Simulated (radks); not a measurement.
Polarisability of neutral palladium, [Kr] 4d10, at imaginary frequency. Calculated with a radial shooting solver on a logarithmic mesh with Libxc functionals: scalar-relativistic Kohn-Sham, exchange-only LDA, spin-polarised, spherical densities, finite nucleus; Fermi nuclear charge, rms radius 4.5318 fm. Response by self-consistent Sternheimer equations with the Hartree and adiabatic exchange-only LDA kernel, the relativistic mass of each level held fixed and spin-orbit coupling left out.

| w (hartree) | alpha1(iw) (bohr^3) | alpha2(iw) (bohr^5) |
|---|---|---|
| 0.00266 | 35.01 | 864.9 |
| 0.0143 | 34.80 | 691.2 |
| 0.0360 | 33.71 | 405.0 |
| 0.0697 | 30.83 | 269.4 |
| 0.118 | 26.14 | 207.9 |
| 0.186 | 20.84 | 163.6 |
| 0.280 | 16.01 | 124.3 |
| 0.413 | 11.97 | 89.66 |
| 0.605 | 8.652 | 61.00 |
| 0.892 | 5.941 | 38.75 |
| 1.35 | 3.771 | 22.59 |
| 2.12 | 2.113 | 11.71 |
| 3.59 | 0.9725 | 5.065 |
| 6.94 | 0.3329 | 1.603 |
| 17.5 | 0.07322 | 0.2792 |

Static values: alpha1 = 35.02 bohr^3 (5.189 angstrom^3; uncoupled 58.74), alpha2 = 873.6 bohr^5, alpha3 = 9033 bohr^7. C6 = 255.8, C8 = 12300, triple-dipole C9 = 5688 atomic units. One-pole (London) frequency 4 C6 / (3 alpha1^2) = 0.278 hartree, against 0.117 for minus the highest occupied eigenvalue. Recommended static value: 26.14 bohr^3 (Schwerdtfeger and Nagle, 2023 table).
